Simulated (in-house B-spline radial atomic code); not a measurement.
RPA and G0W0 for Cu XIX (Cu18+), [Ne] 3s1, highest spin, as one setting changes: the highest l of the empty states. Start: PBE0. A dash marks a level of low quasi-particle weight. Computed with a B-spline radial code for spherical atoms: all electrons, scalar-relativistic (spin-free one-electron X2C), finite nucleus, each spin shell either full or empty, empty states to the listed l with an (l + 1/2)⁻⁴ tail; G0W0 by contour deformation at full frequency.

| highest l of the empty states | RPA summed (Eh) | RPA extrapolated (Eh) | G0W0 level (eV) |
| --- | --- | --- | --- |
| 3 | -0.64577 | -0.71396 | 3s up -672.99 |
| 4 | ? | ? | ? |
| 5 | -0.69832 | -0.71899 | 3s up -672.97 |
| 6 | ? | ? | ? |
| 7 | -0.70908 | -0.71674 | 3s up -672.97 |
| 8 | -0.71126 | -0.71642 | 3s up -672.97 |
| 9 | -0.7126 | -0.71623 | 3s up -672.97 |
| 10 | -0.71347 | -0.7161 | 3s up -672.97 |
| 11 | -0.71405 | -0.716 | 3s up -672.97 |

Problem. What belongs in the row for 6?

Solution. RPA summed (Eh): -0.70534; RPA extrapolated (Eh): -0.71739; G0W0 level (eV): 3s up -672.97.

Problem. What belongs in the row for 4?

Solution. RPA summed (Eh): -0.68348; RPA extrapolated (Eh): -0.72392; G0W0 level (eV): 3s up -672.97.
